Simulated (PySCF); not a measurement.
# Do core-level shifts follow atomic charges?

Compound: C4HClN2O.
Cartesian coordinates in Å at the GFN2-xTB level; atoms count from 1:
```
atom  x, y, z in Å
C1     2.044    0.803   -1.643
C2     1.218    0.375   -0.885
C3     0.220   -0.099   -0.015
N4     0.363   -1.123    0.786
O5    -0.822   -1.240    1.436
C6    -1.604   -0.255    0.966
Cl7   -3.161   -0.099    1.554
N8    -1.022    0.478    0.075
H9     2.777    1.166   -2.301
```

Binding energies: delta-SCF UKS SCAN, pcX-2 on the ionised atom, pcseg-1 elsewhere, spin-free X2C in PySCF 2.14.0. Charges: PBE0/pcSseg-1 ground-state density, for the ionised atom.

```json
{"atom": "C1", "environment": "terminal alkyne carbon", "C 1s (eV)": "291.14", "Mulliken (e)": "-0.270", "IAO (e)": "-0.161", "Hirshfeld (e)": "-0.054", "ESP (e)": "+0.038"}
{"atom": "C2", "environment": "alkyne carbon", "C 1s (eV)": "291.62", "Mulliken (e)": "+0.477", "IAO (e)": "-0.029", "Hirshfeld (e)": "-0.038", "ESP (e)": "-0.697"}
{"atom": "C3", "environment": "substituted aromatic carbon", "C 1s (eV)": "293.69", "Mulliken (e)": "+0.050", "IAO (e)": "+0.196", "Hirshfeld (e)": "+0.097", "ESP (e)": "+1.269"}
{"atom": "C6", "environment": "aromatic C–Cl carbon", "C 1s (eV)": "295.15", "Mulliken (e)": "+0.450", "IAO (e)": "+0.264", "Hirshfeld (e)": "+0.146", "ESP (e)": "+0.347"}
```

Question: How well does each charge scheme correlate with the binding energies over these sites?

Answer: Hirshfeld: r = 0.99, slope 18.6 eV per e; IAO: r = 0.97, slope 9.2 eV per e; ESP: r = 0.57, slope 1.3 eV per e; Mulliken: r = 0.46, slope 2.4 eV per e. On 4 points no scheme stands out.

Question: The point-charge model writes a binding energy as kq + V + constant, with V the potential of the other atoms' charges at the site. What does it give with the ESP charges?

Answer: V = Σ 14.40 eV Å × q/r over all other atoms: -2.03 eV at C1, +9.36 eV at C2, -16.17 eV at C3, -4.47 eV at C6. Fitting binding energy − V to q gives k = 14.1 eV per e and leaves an rms residual of 1.11 eV, against 1.32 eV for the fit on q alone. The model has no term for differences in relaxation between sites.

Spin contamination (⟨S²⟩ against 0.75 for a pure doublet) is marked for C 1s of C2 (0.87), which makes this value less certain. Geometry: GFN2-xTB; no solvent, vibrations or thermal averaging.
